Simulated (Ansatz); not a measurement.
Geometry optimisation, RKS PBE0/def2-SVP in Ansatz 0.2.0.

input.yaml

```yaml
crystal:
  periodic: [false, false, false]
  atoms:
    - { symbol: B, position_ang: [0.0, 0.0, 0.0] }
    - { symbol: Cl, position_ang: [0.0, 0.0, 2.21] }
    - { symbol: "N", position_ang: [1.3423, 0.0, -0.775] }
    - { symbol: H, position_ang: [1.8089, -0.9179, -1.0268] }
    - { symbol: H, position_ang: [1.7937, 0.9179, -1.0532] }
    - { symbol: F, position_ang: [-1.1431, 0.0, -0.66] }
    - { symbol: F, position_ang: [0.0726, 1.5356, 0.5108] }
    - { symbol: H, position_ang: [0.0564, 1.1931, 1.5499] }
basis:
  gaussian: { orbitals: def2-SVP }
hamiltonian:
  xc: pbe0
relax:
  f_tol: 0.15
  max_steps: 25
  restrain:
    - { distance: [0, 6], at: 2.52, k: 30.0 }
    - { distance: [7, 1], at: 2.57, k: 30.0 }
    - { distance: [0, 1], at: 1.86, k: 30.0 }
    - { distance: [7, 6], at: 0.92, k: 30.0 }
```

Launched with:

```bash
$ ansatz run input.yaml --threads 2 --pin off --max-ram 3072MiB --backend cpu --events-out ev --progress --plain --runs-dir out
```

Question: Where does it end, and by what steps?

Answer: The run converged. The restraints hold the end off the free minimum. After 11 steps the energy has fallen by 2.741 eV (the restraints' own energy left out); H5 moved furthest, 1.12 Å. Parted: B1–F7 (1.62 → 2.53 Å), Cl2–H8 (1.36 → 2.57 Å).

| step | energy less start (eV) | largest force component (eV/Å) | accepted |
| --- | --- | --- | --- |
| 0 | 0.0000 | 4.365 | yes |
| 1 | -0.6539 | 3.196 | yes |
| 2 | -0.7825 | 2.998 | yes |
| 3 | -1.1617 | 2.769 | yes |
| 4 | -1.7999 | 1.371 | yes |
| 5 | -2.0341 | 1.155 | yes |
| 6 | -2.2562 | 1.321 | yes |
| 7 | -2.4820 | 0.876 | yes |
| 8 | -2.6342 | 0.793 | yes |
| 9 | -2.7146 | 0.719 | yes |
| 10 | -2.7385 | 0.725 | yes |
| 11 | -2.7414 | 0.702 | yes |

```xyz
8
Properties=species:S:1:pos:R:3
B 0.093 -0.143 -0.055
Cl 0.056 -0.770 1.669
N 1.275 -0.210 -0.777
H 2.150 -0.498 -0.364
H 1.337 0.145 -1.722
F -1.059 0.219 -0.591
F 0.159 2.194 0.900
H -0.082 1.792 1.696
```

Time of the run: 26 s on 2 threads of Arm Neoverse V1, on a shared host, peak memory 0.16 GiB.
